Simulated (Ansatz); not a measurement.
Input file for `[NH2][Ti]([OH])([OH])[OH]`:

```yaml
crystal:
  periodic: [false, false, false]
  atoms:
    - {symbol: N, position_ang: [-0.894687, 0.083620, -1.304704]}
    - {symbol: Ti, position_ang: [0.121827, 0.017160, 0.277104]}
    - {symbol: O, position_ang: [0.746208, -1.665193, 0.433936]}
    - {symbol: O, position_ang: [-0.939300, 0.527352, 1.645659]}
    - {symbol: O, position_ang: [1.517899, 1.163106, 0.180669]}
    - {symbol: H, position_ang: [-1.713346, 0.659794, -1.436755]}
    - {symbol: H, position_ang: [-0.782357, -0.555809, -2.078263]}
    - {symbol: H, position_ang: [1.642532, -1.978681, 0.559603]}
    - {symbol: H, position_ang: [-1.415858, 0.003645, 2.290324]}
    - {symbol: H, position_ang: [1.800381, 1.693808, -0.564473]}
basis:
  gaussian: {orbitals: def2-TZVPP}
correlation: {method: ccsd_t}
output: {orbitals: {seedname: orbitals}}
```

```sh
$ ansatz run in.yaml --threads 4 --pin off --events-out ev --progress --plain --max-ram 10444MiB
```

Log, shortened:

```
Functional definition: HF
1651 factors; integrals over basis functions are off by at most 8.8e-4 eV
mean field evaluation 1: about -30755.6178 eV, gradient 8.2e1 eV
mean field evaluation 2: about -30755.7710 eV, gradient 8.2e1 eV
mean field evaluation 4: about -30766.9156 eV, gradient 9.6e0 eV
mean field evaluation 8: about -30767.1461 eV, gradient 6.8e-1 eV
mean field evaluation 16: about -30767.1480 eV, gradient 1.7e-6 eV
mean field -30767.14804596 eV, -1130.6718359669 hartree, gradient 1.7e-6 eV, S^2 0.000000; 0 other end points of the search recorded, 0 dependent functions left out
9 core orbitals not correlated: weight in the atoms' cores, before any rotation towards them, 1.000 or more for the frozen orbitals, at most 0.000 for the correlated occupied ones
reference -30767.14804596 eV, -1130.6718359669 hartree; 20, 20 occupied and 229, 229 virtual orbitals, 1651 factors
second order -37.65015836 eV of doubles, -0.00000000 eV of singles
cycle   1  -36.22009975 eV  change     1.4e0 eV  update   2.4e-1
cycle   2  -37.43193695 eV  change    -1.2e0 eV  update   1.4e-1
cycle   3  -37.75311623 eV  change   -3.2e-1 eV  update   5.2e-2
cycle   4  -37.76671754 eV  change   -1.4e-2 eV  update   2.1e-2
cycle   5  -37.74129073 eV  change    2.5e-2 eV  update   6.9e-3
cycle   6  -37.74135101 eV  change   -6.0e-5 eV  update   3.0e-3
cycle   7  -37.74249304 eV  change   -1.1e-3 eV  update   1.6e-3
cycle   8  -37.74198901 eV  change    5.0e-4 eV  update   6.2e-4
cycle   9  -37.74222649 eV  change   -2.4e-4 eV  update   3.1e-4
cycle  10  -37.74270230 eV  change   -4.8e-4 eV  update   1.3e-4
cycle  11  -37.74243806 eV  change    2.6e-4 eV  update   8.3e-5
cycle  12  -37.74233829 eV  change    1.0e-4 eV  update   4.0e-5
cycle  13  -37.74240725 eV  change   -6.9e-5 eV  update   1.8e-5
cycle  14  -37.74237621 eV  change    3.1e-5 eV  update   8.1e-6
perturbative correction -1.82167015 eV, -0.0669451433 hartree
Total energy: -30806.71209231 eV, -1132.1257878531 hartree
```

Run time 4.7 min (4 threads of an Arm Neoverse V2 on a shared host); peak host memory 6.8 GiB.

MP2 recovers 95.2 % of the CCSD(T) correlation energy and the triples give 4.6 %; T1 = 0.0238.
